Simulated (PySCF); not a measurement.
# A series of derivatives of N[SiH](O[SiH3])[SiH2][SiH3]

Parent skeleton `[NH2:1][SiH:2]([O:3][SiH3:4])[SiH2:5][SiH3:6]`; one hydrogen on atom 4 is replaced by X. Hydrogens on one atom are averaged.

One averaged value for each set of equivalent atoms, no solvent, relativity neglected, a single conformation. GFN2-xTB geometry; shielding tensors at PBE0/pcSseg-1 (GIAO); PySCF.

Referencing at the same level of theory: NH3 for 15N (σ = 267.73 ppm); 29Si (σ = 349.16 ppm), 1H (σ = 31.72 ppm) against TMS; 17O (σ = 336.08 ppm) vs H2O.

Four derivatives gave (δ, ppm):
| compound | N1 | Si2 | O3 | Si4 | Si5 | Si6 | H(Si2) | H(Si4) | H(Si5) |
| --- | --- | --- | --- | --- | --- | --- | --- | --- | --- |
| 1 | 31.0 | -13.7 | 43.4 | -20.1 | -135.8 | -119.7 | 6.02 | 5.13 | 3.29 |
| 2 | 33.5 | -10.3 | 54.6 | -23.7 | -130.5 | -116.3 | 5.76 | 5.33 | 3.32 |
| 3 | 39.1 | -19.2 | 94.3 | -37.5 | -135.2 | -117.6 | 5.41 | 4.92 | 3.24 |
| 4 | 33.0 | -11.0 | 49.1 | -23.1 | -133.9 | -116.5 | 6.05 | 5.27 | 3.22 |

Their substituents are C2H5, CH2SiH3, CH3, OCH3. Which is which?

Results:

1: X = C2H5 (CC[SiH2]O[Si@@H](N)[SiH2][SiH3]); 2: X = CH2SiH3 (N[Si@H](O[SiH2]C[SiH3])[SiH2][SiH3]); 3: X = OCH3 (CO[SiH2]O[Si@H](N)[SiH2][SiH3]); 4: X = CH3 (C[SiH2]O[Si@@H](N)[SiH2][SiH3]).

Experimental scales use liquid or dissolved standards, which lie at an offset from isolated NH3 (liquid NH3: subtract about 20 ppm) and H2O (liquid H2O: subtract about 36 ppm).
